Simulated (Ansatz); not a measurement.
These are Ansatz (a first-principles code) with PBE0-D4/def2-SVP values and carry that method's errors. No frequencies were computed at this level.

Ansatz 0.2 input:
```yaml
crystal:
  periodic: [false, false, false]
  atoms:
    - { symbol: Si, position_ang: [-2.815054, -0.908088, -0.330197] }
    - { symbol: C, position_ang: [-1.335207, 0.233534, -0.04767] }
    - { symbol: C, position_ang: [-1.552353, 1.575653, 0.15849] }
    - { symbol: C, position_ang: [-0.499205, 2.472478, 0.373404] }
    - { symbol: C, position_ang: [0.792274, 2.026924, 0.383481] }
    - { symbol: C, position_ang: [1.075582, 0.662044, 0.177846] }
    - { symbol: C, position_ang: [2.394167, 0.148456, 0.178506] }
    - { symbol: Cl, position_ang: [3.729692, 1.220494, 0.440347] }
    - { symbol: C, position_ang: [2.652447, -1.179485, -0.022685] }
    - { symbol: C, position_ang: [1.587836, -2.064567, -0.236412] }
    - { symbol: C, position_ang: [0.299235, -1.610224, -0.244856] }
    - { symbol: C, position_ang: [0.001368, -0.247136, -0.040452] }
    - { symbol: H, position_ang: [-2.717883, -1.543944, -1.647313] }
    - { symbol: H, position_ang: [-4.027683, -0.090706, -0.274276] }
    - { symbol: H, position_ang: [-2.870198, -1.931712, 0.717517] }
    - { symbol: H, position_ang: [-2.563394, 1.957753, 0.156062] }
    - { symbol: H, position_ang: [-0.715009, 3.519183, 0.531196] }
    - { symbol: H, position_ang: [1.609126, 2.71256, 0.548542] }
    - { symbol: H, position_ang: [3.668089, -1.543272, -0.016961] }
    - { symbol: H, position_ang: [1.801304, -3.110969, -0.394308] }
    - { symbol: H, position_ang: [-0.515136, -2.298975, -0.410264] }
basis:
  gaussian: { orbitals: def2-svp }
hamiltonian:
  xc: pbe0
  dispersion: d4
relax:
  max_steps: 150
```

Output:

```
Functional definition: PBE0
2517 factors; integrals over basis functions are off by at most 4.8e-4 eV
mean field evaluation 1: about -30873.4600 eV, gradient 5.9e1 eV
mean field evaluation 2: about -30870.6455 eV, gradient 6.8e1 eV
mean field evaluation 4: about -30883.0398 eV, gradient 7.1e0 eV
mean field evaluation 8: about -30883.2642 eV, gradient 6.0e-1 eV
mean field evaluation 16: about -30883.2651 eV, gradient 2.2e-4 eV
mean field -30883.26509478 eV, -1134.9390588043 hartree, gradient 4.5e-5 eV, S^2 0.000000; 0 other end points of the search recorded, 0 dependent functions left out
reference -30883.26512993 eV, -1134.9390600960 hartree; 50, 50 occupied and 171, 171 virtual orbitals, 2517 factors
relax step   1: F+E_penalty+E_count = -30883.98199340 eV  Δ(F+E_penalty+E_count) = +0.000e0 eV  max|allowed force component| = 6.489e-1 eV/Å  Δτ_max = 0.0000 Å  (31 SCF iters, accepted)
these checks for a lower state are left out or cut short: starts, cluster_reference, orbital_swaps, neighbouring_geometries, increment
2517 factors; integrals over basis functions are off by at most 5.0e-4 eV
mean field -30883.33408573 eV, -1134.9415941749 hartree, gradient 1.3e-5 eV, S^2 0.000000; 0 other end points of the search recorded, 0 dependent functions left out
reference -30883.33412121 eV, -1134.9415954786 hartree; 50, 50 occupied and 171, 171 virtual orbitals, 2517 factors
relax step   2: F+E_penalty+E_count = -30884.04740253 eV  Δ(F+E_penalty+E_count) = -6.541e-2 eV  max|allowed force component| = 2.056e-1 eV/Å  Δτ_max = 0.0375 Å  (35 SCF iters, accepted)
these checks for a lower state are left out or cut short: starts, cluster_reference, orbital_swaps, neighbouring_geometries, increment
2517 factors; integrals over basis functions are off by at most 5.1e-4 eV
mean field evaluation 32: about -30883.3401 eV, gradient 1.1e-5 eV
mean field -30883.34005669 eV, -1134.9418136035 hartree, gradient 1.1e-5 eV, S^2 0.000000; 0 other end points of the search recorded, 0 dependent functions left out
reference -30883.34009227 eV, -1134.9418149112 hartree; 50, 50 occupied and 171, 171 virtual orbitals, 2517 factors
relax step   3: F+E_penalty+E_count = -30884.05235732 eV  Δ(F+E_penalty+E_count) = -4.955e-3 eV  max|allowed force component| = 2.473e-2 eV/Å  Δτ_max = 0.0121 Å  (29 SCF iters, accepted)
these checks for a lower state are left out or cut short: starts, cluster_reference, orbital_swaps, neighbouring_geometries, increment
2517 factors; integrals over basis functions are off by at most 5.1e-4 eV
mean field -30883.34010941 eV, -1134.9418155411 hartree, gradient 5.3e-5 eV, S^2 0.000000; 0 other end points of the search recorded, 0 dependent functions left out
reference -30883.34014500 eV, -1134.9418168489 hartree; 50, 50 occupied and 171, 171 virtual orbitals, 2517 factors
relax step   4: F+E_penalty+E_count = -30884.05243256 eV  Δ(F+E_penalty+E_count) = -7.524e-5 eV  max|allowed force component| = 1.367e-2 eV/Å  Δτ_max = 0.0024 Å  (24 SCF iters, accepted)
these checks for a lower state are left out or cut short: starts, cluster_reference, orbital_swaps, neighbouring_geometries, increment
2517 factors; integrals over basis functions are off by at most 5.1e-4 eV
mean field -30883.34008900 eV, -1134.9418147908 hartree, gradient 3.9e-5 eV, S^2 0.000000; 0 other end points of the search recorded, 0 dependent functions left out
reference -30883.34012458 eV, -1134.9418160986 hartree; 50, 50 occupied and 171, 171 virtual orbitals, 2517 factors
relax step   5: F+E_penalty+E_count = -30884.05244678 eV  Δ(F+E_penalty+E_count) = -1.422e-5 eV  max|allowed force component| = 2.790e-3 eV/Å  Δτ_max = 0.0015 Å  (24 SCF iters, accepted)
2517 factors; integrals over basis functions are off by at most 5.1e-4 eV
mean field -30883.34008900 eV, -1134.9418147908 hartree, gradient 3.9e-5 eV, S^2 0.000000; 1 other end points of the search recorded, 0 dependent functions left out
reference -30883.34012458 eV, -1134.9418160986 hartree; 50, 50 occupied and 171, 171 virtual orbitals, 2517 factors
Total energy: -30884.05248237 eV, -1134.9679947644 hartree
Atom 0 at    -2.815405    -0.896850    -0.328417 Å, force    -0.002433     0.001806     0.000040 eV/Å
Atom 1 at    -1.341491     0.237235    -0.047454 Å, force     0.000112     0.001073     0.000215 eV/Å
Atom 2 at    -1.567725     1.586096     0.159220 Å, force    -0.002158    -0.001372    -0.000268 eV/Å
Atom 3 at    -0.503211     2.487718     0.375640 Å, force     0.002790     0.000439     0.000303 eV/Å
Atom 4 at     0.793990     2.038170     0.385420 Å, force    -0.000641     0.000274    -0.000054 eV/Å
Atom 5 at     1.082364     0.666240     0.178972 Å, force    -0.001180     0.000506    -0.000008 eV/Å
Atom 6 at     2.409555     0.150625     0.179834 Å, force     0.002286    -0.001823    -0.000074 eV/Å
Atom 7 at     3.746587     1.224510     0.442057 Å, force     0.001383     0.001076     0.000231 eV/Å
Atom 8 at     2.668500    -1.184881    -0.022546 Å, force    -0.000816    -0.000413    -0.000172 eV/Å
Atom 9 at     1.598834    -2.076634    -0.237643 Å, force    -0.001246    -0.000443    -0.000092 eV/Å
Atom 10 at     0.301858    -1.622159    -0.246560 Å, force     0.000699     0.001707     0.000175 eV/Å
Atom 11 at     0.004352    -0.250770    -0.040821 Å, force     0.001286    -0.001640    -0.000186 eV/Å
Atom 12 at    -2.743494    -1.574517    -1.660147 Å, force     0.000288    -0.000097     0.000082 eV/Å
Atom 13 at    -4.052074    -0.061912    -0.271070 Å, force     0.000373    -0.000677     0.000013 eV/Å
Atom 14 at    -2.896435    -1.964437     0.716372 Å, force     0.000110    -0.000124     0.000004 eV/Å
Atom 15 at    -2.590768     1.972742     0.156800 Å, force     0.000493    -0.000782    -0.000206 eV/Å
Atom 16 at    -0.715417     3.547294     0.535777 Å, force    -0.000437    -0.000139    -0.000069 eV/Å
Atom 17 at     1.623059     2.727371     0.551825 Å, force    -0.000888     0.000783     0.000090 eV/Å
Atom 18 at     3.699762    -1.540702    -0.014539 Å, force    -0.000756     0.000258     0.000006 eV/Å
Atom 19 at     1.811357    -3.135911    -0.397706 Å, force     0.000784     0.000196     0.000128 eV/Å
Atom 20 at    -0.514201    -2.329226    -0.415017 Å, force    -0.000048    -0.000606    -0.000156 eV/Å
Dipole moment:    -0.084082    -0.055765    -0.014550 e Å
```

Cost: around 4 core-minutes (rough).
